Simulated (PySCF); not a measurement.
An unknown shows these calculated signals:

¹H NMR (600 MHz, computed): δ 7.24 (m, 1H), 6.73 (d, 1H), 6.13 (m, 1H), 4.77 (m, 1H), 4.70 (m, 1H), 4.56 (m, 1H), 3.54 (m, 1H), 2.31 (m, 1H), 2.26 (m, 1H), 2.23 (m, 1H), 1.49 (m, 1H).

¹³C{¹H} NMR (computed): δ 159.3 (C), 156.7 (CH), 146.9 (CH), 132.1 (CH), 96.8 (CH), 50.7 (CH), 28.4 (CH2), 19.2 (CH2).

PySCF 2.14 calculation with geometry: GFN2-xTB and shieldings: GIAO PBE0/pcSseg-1; non-relativistic Hamiltonian, a single conformation, no solvent.

Referencing at the same level of theory: ¹H (σ = 31.72 ppm), ¹³C (σ = 186.93 ppm) against TMS.

Problem. Which of these does the molecule contain: a C≡C triple bond, a Si–H bond, a benzene ring, a non-aromatic C=C double bond, an amide?

Solution. 
- A C≡C triple bond: no.
- A Si–H bond: yes (δH 4.56 (m), 4.70 (m)).
- A benzene ring: no.
- A non-aromatic C=C double bond: yes.
- An amide: no.

The data belong to `C1C[C@@H](F)[C@@H]1C1=CC=C[SiH2]1`, C₈H₁₁FSi; they needn't prove each group on their own.

Carbon signals by region: 4 in the sp2 and nitrile region (100–160 ppm), 2 at 50–100 ppm, 2 below 50 ppm.

Splittings by ¹⁹F in the carbon and heteronuclear signals aren't shown, as no couplings were computed. Shifts are as computed. Against solution values, carbons near 30 ppm lie about +3 ppm off and those near 130 ppm about +5 ppm. Of 1309 compounds with measured shifts, 239 miss one by over three times the rms of a fit or turn the order of signals round; such compounds aren't used in these exercises. No couplings were computed; multiplicities are counted from neighbouring protons, with m where these are inequivalent, close in shift, in a saturated or five-membered ring or joined by F or P, and br s for small geminal =CH2 splittings.
